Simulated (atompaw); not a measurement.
A failed generation for Ga (Z = 31)

Input:

```
Ga 31
GGA-PBESOL scalarrelativistic loggrid 1500 logderivrange -3 5 201
4 4 3 0 0 0
4 1 1
0 0 0
c
c
c
v
c
c
v
v
2
2.95 2.65 2.90 2.50
y
4.3
n
y
3.05
n
y
-1
n
modrrkj vanderbiltortho gaussian
3 0 vpsmatchnc
2.20
2.42
2.95
2.95
1.15
1.15
PWSCFOUT
UPFDX 0.0125d0 UPFXMIN -7.d0 UPFZMESH 31.d0
END
```

```bash
atompaw < Ga.input > Ga.log
```

End of the output:

```
    4        1.32321515E+01
    5        3.23348052E+01
    6        3.41595379E+02

The overlap operator has at least one negative eigenvalue!
It might be not positive definite...
Program is stopping.
This probably means that your projectors are too similar
or that your PAW basis is incomplete.
Advice: try to change your input parameters (f.i. : reference energies).
```

Problem. Why did it fail, and what change makes it run?

Solution. The run stopped because the overlap operator built from these waves and projectors is not positive definite. A run that differs only in the following succeeds: wave 4s channel at 4.3 Ry: rc 2.42 bohr becomes 4s channel at 4.3 Ry: rc 2.95 bohr. This is one of several that fit.
